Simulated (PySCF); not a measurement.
Sn(F)3(SiH3) (F₃H₃SiSn), SMILES [F][Sn]([F])([F])[SiH3]. Atoms are numbered in the order given.

```xyz
8

F      1.5333    -0.8853    -1.0625
Sn     0.0000     0.0000    -0.2474
F      0.0000     1.7705    -1.0625
F     -1.5333    -0.8853    -1.0625
Si     0.0000     0.0000     2.3391
H      1.2425     0.7173     2.7698
H      0.0000    -1.4347     2.7698
H     -1.2425     0.7173     2.7698
```
Charge 0, spin multiplicity 1.

Coordinates come from a PBE-D3(BJ)/def2-SVP optimisation. The def2 effective core potentials stand for the cores of Sn; spin–orbit coupling is left out.

Method: PySCF 2.14.0 with C-PCM-ωB97X/def2-SVP.

The values are the electrostatic part of the solvation free energy, E(continuum) − E(gas) at the gas-phase geometry, in a cavity of scaled van der Waals radii (PySCF's table); cavitation and dispersion terms are not included. A continuum can't describe solvent molecules that bind to the metal. In vacuum the orbital gap is 11.69 eV. The dipole moment in vacuum is 5.59 D.

```tsv
solvent	ε	ΔG(elec) (kcal/mol)	dipole (D)	gap (eV)
water	78.36	-9.9	6.83	11.67
n-hexane	1.88	-4.4	6.11	11.69
2-propanol	19.26	(withheld)	(withheld)	(withheld)
```

Problem. Some entries are withheld; supply them. (The exact figures need the calculation; the answer reports its results.)

Solution. 
- 2-propanol, ΔG(elec) (kcal/mol): -9.4
- 2-propanol, dipole (D): 6.77
- 2-propanol, gap (eV): 11.67
